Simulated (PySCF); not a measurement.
AlBH3 (calculated)

All values are calculated (PySCF 2.14.0). Calculation on a computer-drawn molecule: vertical ionisation energy to the stated ion spin, frozen-core CCSD(T) at the basis limit and cheaper methods, single-reference cases, UHF for radicals, no spin-orbit; all values are single points at the evaluated structure, the first of each entry, which is the reference or a displaced copy of it and isn't optimised; the reference structure only sets the zero of the energies above reference; triples share is (T) over the correlation energy.

Common to all runs: charge 1; multiplicity 1; ion multiplicity 2; diffuse functions no; basis cc-pV(n+d)Z; reference is the Hartree-Fock double-zeta minimum; best is HF at quadruple zeta + MP2 correlation extrapolated from triple and quadruple zeta + CCSD(T) minus MP2 at triple zeta; basis step is the size of the change from the same recipe one zeta lower.

(1) AlBH3

Evaluated structure:
```xyz
5
AlBH3
B      2.0512    -0.4534    -0.8906
Al     1.0294    -1.0317    -2.6794
H      1.9082     0.5950    -0.4372
H      2.6296    -1.3860    -0.3806
H      0.2762    -1.3568    -4.0118
```

Reference structure:
```xyz
5
AlBH3
B      2.0353    -0.5078    -0.8733
Al     1.0135    -1.0398    -2.7164
H      1.9145     0.6049    -0.4727
H      2.6781    -1.3490    -0.3322
H      0.2841    -1.4192    -4.0319
```

The calculation gives: ionisation energy best 16.77 eV; ionisation energy basis step 0.02794 eV; energy above reference best 1.069 kcal/mol; energy above reference basis step 0.05255 kcal/mol; ionisation energy Koopmans at triple zeta 16.71 eV; ionisation energy EOM CCSD at triple zeta 16.73 eV; total energy HF triple zeta -268.0486 hartree; total energy CCSD(T) triple zeta -268.2323 hartree; total energy best -268.2524 hartree; T1 diagnostic at triple zeta 0.009775; D1 diagnostic at triple zeta 0.01866; ion T1 diagnostic at triple zeta 0.02326; ion D1 diagnostic at triple zeta 0.05648; ion spin squared at triple zeta 0.8098; triples share at triple zeta 0.02386; basis functions triple zeta 111.

Drawn bonds:
```tsv
atom	other atom	order
1	2	1
1	3	1
1	4	1
2	5	1
```

Triple zeta:
```tsv
method	ionisation energy (eV)	energy above reference (kcal/mol)
HF	15.76	1.375
PBE	16.4	1.102
r2SCAN	16.42	1.074
B3LYP	16.56	1.065
wB97X	16.63	1.087
MP2	16.64	1.159
CCSD	16.64	1.167
CCSD(T)	16.67	1.162
```

(2) AlBH3

Evaluated structure:
```xyz
5
AlBH3
B      1.8958    -0.5999    -0.9012
Al     1.0066    -0.8964    -2.7307
H      2.0674     0.6516    -0.5806
H      2.7050    -1.3764    -0.3593
H      0.2906    -1.3170    -4.0232
```

Reference structure:
```xyz
5
AlBH3
B      2.0353    -0.5078    -0.8733
Al     1.0135    -1.0398    -2.7164
H      1.9145     0.6049    -0.4727
H      2.6781    -1.3490    -0.3322
H      0.2841    -1.4192    -4.0319
```

The calculation gives: ionisation energy best 17.01 eV; ionisation energy basis step 0.03085 eV; energy above reference best 8.937 kcal/mol; energy above reference basis step 0.3307 kcal/mol; ionisation energy Koopmans at triple zeta 17.05 eV; ionisation energy EOM CCSD at triple zeta 16.98 eV; total energy HF triple zeta -268.0337 hartree; total energy CCSD(T) triple zeta -268.2196 hartree; total energy best -268.2398 hartree; T1 diagnostic at triple zeta 0.01041; D1 diagnostic at triple zeta 0.01865; ion T1 diagnostic at triple zeta 0.02704; ion D1 diagnostic at triple zeta 0.07365; ion spin squared at triple zeta 0.804; triples share at triple zeta 0.02481; basis functions triple zeta 111.

Drawn bonds:
```tsv
atom	other atom	order
1	2	1
1	3	1
1	4	1
2	5	1
```

Triple zeta:
```tsv
method	ionisation energy (eV)	energy above reference (kcal/mol)
HF	16.05	10.72
PBE	16.59	7.963
r2SCAN	16.64	8.467
B3LYP	16.78	9.087
wB97X	16.88	8.632
MP2	16.91	9.548
CCSD	16.9	9.284
CCSD(T)	16.92	9.135
```

(3) AlBH3

Evaluated structure:
```xyz
5
AlBH3
B      2.0066    -0.5150    -0.8339
Al     0.9574    -1.0219    -2.7305
H      1.9474     0.7210    -0.3933
H      2.6813    -1.3603    -0.3603
H      0.4061    -1.4152    -4.0577
```

Reference structure:
```xyz
5
AlBH3
B      2.0353    -0.5078    -0.8733
Al     1.0135    -1.0398    -2.7164
H      1.9145     0.6049    -0.4727
H      2.6781    -1.3490    -0.3322
H      0.2841    -1.4192    -4.0319
```

The calculation gives: ionisation energy best 16.65 eV; ionisation energy basis step 0.02809 eV; energy above reference best 5.708 kcal/mol; energy above reference basis step 0.01249 kcal/mol; ionisation energy Koopmans at triple zeta 16.57 eV; ionisation energy EOM CCSD at triple zeta 16.61 eV; total energy HF triple zeta -268.0414 hartree; total energy CCSD(T) triple zeta -268.2253 hartree; total energy best -268.2450 hartree; T1 diagnostic at triple zeta 0.009894; D1 diagnostic at triple zeta 0.01792; ion T1 diagnostic at triple zeta 0.02041; ion D1 diagnostic at triple zeta 0.0472; ion spin squared at triple zeta 0.7904; triples share at triple zeta 0.02446; basis functions triple zeta 111.

Drawn bonds:
```tsv
atom	other atom	order
1	2	1
1	3	1
1	4	1
2	5	1
```

Triple zeta:
```tsv
method	ionisation energy (eV)	energy above reference (kcal/mol)
HF	15.64	5.894
PBE	16.3	5.248
r2SCAN	16.32	5.645
B3LYP	16.46	5.735
wB97X	16.5	5.692
MP2	16.5	5.847
CCSD	16.52	5.672
CCSD(T)	16.56	5.594
```

(4) AlBH3

Evaluated structure:
```xyz
5
AlBH3
B      2.0291    -0.5236    -0.8709
Al     1.0333    -1.0533    -2.7225
H      1.9398     0.6162    -0.4860
H      2.6476    -1.3334    -0.3449
H      0.2678    -1.4129    -4.0122
```

Reference structure:
```xyz
5
AlBH3
B      2.0353    -0.5078    -0.8733
Al     1.0135    -1.0398    -2.7164
H      1.9145     0.6049    -0.4727
H      2.6781    -1.3490    -0.3322
H      0.2841    -1.4192    -4.0319
```

Results for AlBH3: ionisation energy best 16.83 eV; ionisation energy basis step 0.02819 eV; energy above reference best 0.6119 kcal/mol; energy above reference basis step 0.01218 kcal/mol; ionisation energy Koopmans at triple zeta 16.76 eV; ionisation energy EOM CCSD at triple zeta 16.79 eV; total energy HF triple zeta -268.0499 hartree; total energy CCSD(T) triple zeta -268.2331 hartree; total energy best -268.2531 hartree; T1 diagnostic at triple zeta 0.00966; D1 diagnostic at triple zeta 0.01824; ion T1 diagnostic at triple zeta 0.02268; ion D1 diagnostic at triple zeta 0.05418; ion spin squared at triple zeta 0.8047; triples share at triple zeta 0.02367; basis functions triple zeta 111.

Drawn bonds:
```tsv
atom	other atom	order
1	2	1
1	3	1
1	4	1
2	5	1
```

Triple zeta:
```tsv
method	ionisation energy (eV)	energy above reference (kcal/mol)
HF	15.82	0.5584
PBE	16.46	0.8111
r2SCAN	16.49	0.6539
B3LYP	16.63	0.5863
wB97X	16.69	0.6159
MP2	16.69	0.5686
CCSD	16.7	0.6259
CCSD(T)	16.73	0.6488
```

(5) AlBH3

Evaluated structure:
```xyz
5
AlBH3
B      1.9909    -0.5101    -0.8940
Al     1.0212    -1.0534    -2.7450
H      1.9060     0.5989    -0.4675
H      2.8180    -1.4637    -0.2335
H      0.3272    -1.4121    -4.0371
```

Reference structure:
```xyz
5
AlBH3
B      2.0353    -0.5078    -0.8733
Al     1.0135    -1.0398    -2.7164
H      1.9145     0.6049    -0.4727
H      2.6781    -1.3490    -0.3322
H      0.2841    -1.4192    -4.0319
```

Results for AlBH3: ionisation energy best 16.73 eV; ionisation energy basis step 0.03043 eV; energy above reference best 11.94 kcal/mol; energy above reference basis step 0.1425 kcal/mol; ionisation energy Koopmans at triple zeta 16.71 eV; ionisation energy EOM CCSD at triple zeta 16.7 eV; total energy HF triple zeta -268.0298 hartree; total energy CCSD(T) triple zeta -268.2153 hartree; total energy best -268.2350 hartree; T1 diagnostic at triple zeta 0.01044; D1 diagnostic at triple zeta 0.01887; ion T1 diagnostic at triple zeta 0.03631; ion D1 diagnostic at triple zeta 0.1134; ion spin squared at triple zeta 0.8077; triples share at triple zeta 0.02512; basis functions triple zeta 111.

Drawn bonds:
```tsv
atom	other atom	order
1	2	1
1	3	1
1	4	1
2	5	1
```

Triple zeta:
```tsv
method	ionisation energy (eV)	energy above reference (kcal/mol)
HF	15.73	13.19
PBE	16.35	10.83
r2SCAN	16.38	11.66
B3LYP	16.52	12.07
wB97X	16.6	11.96
MP2	16.63	12.54
CCSD	16.62	12.02
CCSD(T)	16.65	11.84
```

(6) AlBH3

Evaluated structure:
```xyz
5
AlBH3
B      2.0499    -0.5358    -0.8446
Al     0.9971    -1.0317    -2.6852
H      1.8912     0.6079    -0.4763
H      2.6573    -1.4066    -0.3425
H      0.2519    -1.4203    -4.0188
```

Reference structure:
```xyz
5
AlBH3
B      2.0353    -0.5078    -0.8733
Al     1.0135    -1.0398    -2.7164
H      1.9145     0.6049    -0.4727
H      2.6781    -1.3490    -0.3322
H      0.2841    -1.4192    -4.0319
```

Results for AlBH3: ionisation energy best 16.64 eV; ionisation energy basis step 0.02822 eV; energy above reference best 0.5732 kcal/mol; energy above reference basis step 0.02237 kcal/mol; ionisation energy Koopmans at triple zeta 16.55 eV; ionisation energy EOM CCSD at triple zeta 16.6 eV; total energy HF triple zeta -268.0496 hartree; total energy CCSD(T) triple zeta -268.2333 hartree; total energy best -268.2532 hartree; T1 diagnostic at triple zeta 0.009933; D1 diagnostic at triple zeta 0.01916; ion T1 diagnostic at triple zeta 0.02363; ion D1 diagnostic at triple zeta 0.05825; ion spin squared at triple zeta 0.8119; triples share at triple zeta 0.02414; basis functions triple zeta 111.

Drawn bonds:
```tsv
atom	other atom	order
1	2	1
1	3	1
1	4	1
2	5	1
```

Triple zeta:
```tsv
method	ionisation energy (eV)	energy above reference (kcal/mol)
HF	15.62	0.784
PBE	16.28	0.3212
r2SCAN	16.3	0.5604
B3LYP	16.44	0.5498
wB97X	16.5	0.6699
MP2	16.5	0.6993
CCSD	16.51	0.6057
CCSD(T)	16.54	0.5669
```

(7) AlBH3

Evaluated structure:
```xyz
5
AlBH3
B      2.0394    -0.4896    -0.8841
Al     0.8981    -1.1086    -2.9158
H      1.9108     0.6294    -0.4567
H      2.6790    -1.3482    -0.3222
H      0.1830    -1.4690    -4.2256
```

Reference structure:
```xyz
5
AlBH3
B      2.0353    -0.5078    -0.8733
Al     1.0135    -1.0398    -2.7164
H      1.9145     0.6049    -0.4727
H      2.6781    -1.3490    -0.3322
H      0.2841    -1.4192    -4.0319
```

The calculation gives: ionisation energy best 16.33 eV; ionisation energy basis step 0.02729 eV; energy above reference best 5.971 kcal/mol; energy above reference basis step 0.2042 kcal/mol; ionisation energy Koopmans at triple zeta 16.15 eV; ionisation energy EOM CCSD at triple zeta 16.29 eV; total energy HF triple zeta -268.0423 hartree; total energy CCSD(T) triple zeta -268.2252 hartree; total energy best -268.2446 hartree; T1 diagnostic at triple zeta 0.01072; D1 diagnostic at triple zeta 0.02132; ion T1 diagnostic at triple zeta 0.02136; ion D1 diagnostic at triple zeta 0.05231; ion spin squared at triple zeta 0.7952; triples share at triple zeta 0.02482; basis functions triple zeta 111.

Drawn bonds:
```tsv
atom	other atom	order
1	2	1
1	3	1
1	4	1
2	5	1
```

Triple zeta:
```tsv
method	ionisation energy (eV)	energy above reference (kcal/mol)
HF	15.27	5.326
PBE	16.06	5.165
r2SCAN	16.06	5.843
B3LYP	16.19	5.608
wB97X	16.19	6.346
MP2	16.17	6.063
CCSD	16.2	5.737
CCSD(T)	16.24	5.633
```

(8) AlBH3

Evaluated structure:
```xyz
5
AlBH3
B      2.0650    -0.4882    -0.9239
Al     1.0127    -1.0166    -2.7058
H      1.8812     0.5921    -0.4529
H      2.6715    -1.3617    -0.3855
H      0.2701    -1.4269    -4.0508
```

Reference structure:
```xyz
5
AlBH3
B      2.0353    -0.5078    -0.8733
Al     1.0135    -1.0398    -2.7164
H      1.9145     0.6049    -0.4727
H      2.6781    -1.3490    -0.3322
H      0.2841    -1.4192    -4.0319
```

Results for AlBH3: ionisation energy best 16.83 eV; ionisation energy basis step 0.02788 eV; energy above reference best 0.4848 kcal/mol; energy above reference basis step 0.06489 kcal/mol; ionisation energy Koopmans at triple zeta 16.78 eV; ionisation energy EOM CCSD at triple zeta 16.79 eV; total energy HF triple zeta -268.0494 hartree; total energy CCSD(T) triple zeta -268.2333 hartree; total energy best -268.2533 hartree; T1 diagnostic at triple zeta 0.009936; D1 diagnostic at triple zeta 0.01907; ion T1 diagnostic at triple zeta 0.02512; ion D1 diagnostic at triple zeta 0.06185; ion spin squared at triple zeta 0.8202; triples share at triple zeta 0.02401; basis functions triple zeta 111.

Drawn bonds:
```tsv
atom	other atom	order
1	2	1
1	3	1
1	4	1
2	5	1
```

Triple zeta:
```tsv
method	ionisation energy (eV)	energy above reference (kcal/mol)
HF	15.82	0.8925
PBE	16.44	0.2584
r2SCAN	16.47	0.4024
B3LYP	16.61	0.5026
wB97X	16.69	0.4883
MP2	16.71	0.638
CCSD	16.7	0.5619
CCSD(T)	16.73	0.5348
```

(9) AlBH3

Evaluated structure:
```xyz
5
AlBH3
B      2.0650    -0.4882    -0.9239
Al     1.0462    -0.9998    -2.6491
H      1.8812     0.5921    -0.4529
H      2.6715    -1.3617    -0.3855
H      0.3036    -1.4101    -3.9941
```

Reference structure:
```xyz
5
AlBH3
B      2.0353    -0.5078    -0.8733
Al     1.0135    -1.0398    -2.7164
H      1.9145     0.6049    -0.4727
H      2.6781    -1.3490    -0.3322
H      0.2841    -1.4192    -4.0319
```

Results for AlBH3: ionisation energy best 16.95 eV; ionisation energy basis step 0.02787 eV; energy above reference best 1.256 kcal/mol; energy above reference basis step 0.1603 kcal/mol; ionisation energy Koopmans at triple zeta 16.93 eV; ionisation energy EOM CCSD at triple zeta 16.91 eV; total energy HF triple zeta -268.0475 hartree; total energy CCSD(T) triple zeta -268.2319 hartree; total energy best -268.2521 hartree; T1 diagnostic at triple zeta 0.009812; D1 diagnostic at triple zeta 0.01866; ion T1 diagnostic at triple zeta 0.02529; ion D1 diagnostic at triple zeta 0.0617; ion spin squared at triple zeta 0.8221; triples share at triple zeta 0.02389; basis functions triple zeta 111.

Drawn bonds:
```tsv
atom	other atom	order
1	2	1
1	3	1
1	4	1
2	5	1
```

Triple zeta:
```tsv
method	ionisation energy (eV)	energy above reference (kcal/mol)
HF	15.96	2.077
PBE	16.53	1.12
r2SCAN	16.57	1.134
B3LYP	16.71	1.285
wB97X	16.81	1.135
MP2	16.83	1.498
CCSD	16.82	1.455
CCSD(T)	16.85	1.436
```

(10) AlBH3

Evaluated structure:
```xyz
5
AlBH3
B      2.0650    -0.4882    -0.9239
Al     0.8792    -1.0836    -2.9319
H      1.8812     0.5921    -0.4529
H      2.6715    -1.3617    -0.3855
H      0.1366    -1.4939    -4.2769
```

Reference structure:
```xyz
5
AlBH3
B      2.0353    -0.5078    -0.8733
Al     1.0135    -1.0398    -2.7164
H      1.9145     0.6049    -0.4727
H      2.6781    -1.3490    -0.3322
H      0.2841    -1.4192    -4.0319
```

The calculation gives: ionisation energy best 16.3 eV; ionisation energy basis step 0.02702 eV; energy above reference best 5.697 kcal/mol; energy above reference basis step 0.2053 kcal/mol; ionisation energy Koopmans at triple zeta 16.11 eV; ionisation energy EOM CCSD at triple zeta 16.25 eV; total energy HF triple zeta -268.0426 hartree; total energy CCSD(T) triple zeta -268.2256 hartree; total energy best -268.2450 hartree; T1 diagnostic at triple zeta 0.0111; D1 diagnostic at triple zeta 0.02265; ion T1 diagnostic at triple zeta 0.02405; ion D1 diagnostic at triple zeta 0.06145; ion spin squared at triple zeta 0.8112; triples share at triple zeta 0.02496; basis functions triple zeta 111.

Drawn bonds:
```tsv
atom	other atom	order
1	2	1
1	3	1
1	4	1
2	5	1
```

Triple zeta:
```tsv
method	ionisation energy (eV)	energy above reference (kcal/mol)
HF	15.23	5.192
PBE	16.03	4.721
r2SCAN	16.03	5.524
B3LYP	16.15	5.286
wB97X	16.15	6.218
MP2	16.14	5.901
CCSD	16.16	5.489
CCSD(T)	16.2	5.366
```
